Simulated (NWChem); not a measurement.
MoHSO2Cl; SMILES [O]=[Mo](=[O])([SH])[Cl]

```xyz
6

Mo     0.3095     0.0134     0.0068
O      1.2822    -0.0319    -1.3774
O      1.2872    -0.0688     1.3840
Cl    -0.9387     1.9201     0.0153
S     -1.0264    -1.9053     0.0447
H     -1.1721    -1.9129    -1.3144
```
Atoms are numbered in this order, from 1.

Program: NWChem. All runs use the structure optimised with PBE-D3(BJ)/def2-SVP. def2 effective core potentials on Mo; no spin-orbit coupling. Level r2SCAN/def2-SVP: energy and gradient on several grids; changes count from the extra-fine grid, which is no exact limit either.

```
grid     size of the energy change (μHa)  largest change of a gradient component (μHa/bohr)  time, medium = 1 (rough)
-------  -------------------------------  -------------------------------------------------  ------------------------
xcoarse                             6000                                               3000                   about 1
coarse                               500                                                800                   about 1
medium                                30                                                100                   about 1
fine                                < 10                                                 50                   about 1
xfine                               < 10                                               < 30                         2
```
